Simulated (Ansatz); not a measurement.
The cluster Al5Ga, relaxed as a singlet with RKS PBE-D4/def2-SVP in Ansatz, starting from the GFN1-xTB geometry. Force threshold 0.02 eV/Å.

The restricted singlet is unstable towards broken spin symmetry in Hartree–Fock (as tested in another run); at PBE-D4/def2-SVP this wasn't settled. Another isomer (singlet) lies 0.76 eV lower at PBE0-D4/def2-TZVP; other spin states weren't run for this one.

Start:

Cartesian coordinates in Å:
```
Al -0.416 1.401 1.272
Al 1.113 -3.334 -0.381
Al -2.145 2.542 -0.122
Al 2.063 0.903 0.353
Al 0.863 -0.959 -0.941
Ga -1.478 -0.554 -0.180
```

```
step  energy (eV)  largest force component (eV/Å)  SCF passes
   1  -85317.8189                           1.201          35
   2  -85318.1405                           0.443          24
   3  -85318.2359                           0.192          24
   4  -85318.2780                           0.182          24
   5  -85318.3375                           0.113          28
   6  -85318.3649                           0.140          31
   7  -85318.4015                           0.167          31
   8  -85318.4522                           0.141          30
   9  -85318.4858                           0.159          30
  10  -85318.5005                           0.142          24
  11  -85318.5201                           0.182          29
  12  -85318.5378                           0.233          31
  13  -85318.5554                           0.091          24
  14  -85318.5614                           0.051          23
  15  -85318.5648                           0.052          24
  16  -85318.5700                           0.063          24
  17  -85318.5726                           0.109          28
  18  -85318.5739                           0.047          25
  19  -85318.5748                           0.015          24
  20  -85318.5752                           0.020          25
  21  -85318.5754                           0.006          25
```

Force components are those of the run's own axes.

End:

Cartesian coordinates in Å:
```
Al -0.237 1.738 1.473
Al 0.835 -2.693 -0.198
Al -2.260 1.782 -0.049
Al 1.606 0.183 0.682
Al 0.980 -0.686 -1.782
Ga -0.924 -0.324 -0.126
```

Bonds formed: Al3–Ga6, Al4–Ga6 (atoms count from 1).

The force fell under the threshold at step 19, but the optimiser went on. No frequencies were taken in this run, so the end may be a saddle point.

Hardware: 4 threads of Arm Neoverse V2 on a shared host. Wall time 28 s.
